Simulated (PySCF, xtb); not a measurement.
C₂F₃O₂, SMILES C(F)(C([O])=O)(F)F (connectivity only; charge and spin as stated), charge -1, multiplicity 1.

The structure is a stationary point at B3LYP-D3(BJ)/def2-SVPD. The multiplicity is an assumed one; other spin states were not compared. The isomer is the one that the SMILES or the coordinates give; other isomers of the formula were not compared.

Computed with C-PCM-ωB97X/def2-SVPD (PySCF 2.14.0).

The values are the electrostatic part of the solvation free energy, E(continuum) − E(gas) at the gas-phase geometry, in a cavity of scaled van der Waals radii (PySCF's table); cavitation and dispersion terms are not included. In vacuum the orbital gap is 11.56 eV.

```tsv
solvent	ε	ΔG(elec) (kcal/mol)	gap (eV)
water	78.36	-58.3	12.80
chloroform	4.71	[?]	[?]
toluene	2.37	-33.9	12.34
```

Complete the blanks. (The exact figures need the calculation; the answer reports its results.)


- chloroform, ΔG(elec) (kcal/mol): -46.4
- chloroform, gap (eV): 12.59

For comparison, GFN2-xTB/ALPB(water) (xtb, at the GFN2-xTB geometry, all terms of that model) gives -54.6 kcal/mol.
